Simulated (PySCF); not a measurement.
Geometry:
```tsv
atom	x (Å)	y (Å)	z (Å)
Si1	3.001	0.251	-0.004
Si2	0.985	0.068	1.183
C3	-0.364	-0.651	0.078
C4	-0.811	0.257	-1.102
C5	-2.232	0.329	-0.506
C6	-1.810	-0.609	0.644
H7	3.456	-1.103	-0.454
H8	4.085	0.861	0.828
H9	2.804	1.103	-1.220
H10	0.562	1.435	1.635
H11	1.191	-0.774	2.406
H12	-0.054	-1.658	-0.243
H13	-0.749	-0.228	-2.087
H14	-0.292	1.226	-1.179
H15	-3.026	-0.066	-1.156
H16	-2.535	1.335	-0.181
H17	-1.914	-0.180	1.654
H18	-2.315	-1.586	0.648
```

PySCF 2.14 calculation with GIAO PBE0/pcSseg-1 shieldings and geometry from PBE0-D3(BJ)/def2-SVP; relativity neglected, in vacuum, one conformer, equivalent nuclei averaged.

Shifts are taken against calculated references (same method and geometry level): $^{13}$C (184.41 ppm) and $^{1}$H (31.27 ppm) and $^{29}$Si (351.99 ppm) vs TMS.

```tsv
atoms	nucleus	count	Hirshfeld charge	δ (ppm)
C5	$^{13}$C	1	-0.07	19.6
C4/C6	$^{13}$C	2	-0.07	25.5
H14/H17	$^{1}$H	2	0.03	1.84
H12	$^{1}$H	1	0.04	?
Si2	$^{29}$Si	1	0.24	?
H10/H11	$^{1}$H	2	-0.08	?
H13/H18	$^{1}$H	2	0.04	2.38
Si1	$^{29}$Si	1	0.20	?
H15	$^{1}$H	1	0.04	2.12
H16	$^{1}$H	1	0.04	2.15
H7/H8/H9	$^{1}$H	3	-0.07	3.41
C3	$^{13}$C	1	-0.11	13.9
```

Question: Complete the table.

Answer: 
- H10/H11: 3.93 ppm, hydrogen on a silicon bonded to C, Si
- H12: 1.83 ppm, hydrogen on an sp3 CH bonded to Si
- Si2: -58.9 ppm, silicon bonded to C, Si, 2 H
- Si1: -111.6 ppm, silicon bonded to Si, 3 H

Shifts are as computed. Against solution values, carbons near 30 ppm lie about +2 ppm off and those near 130 ppm about +5 ppm. Of 1211 compounds with measured shifts, 218 miss one by over three times the rms of a fit or turn the order of signals round; such compounds aren't used in these exercises.
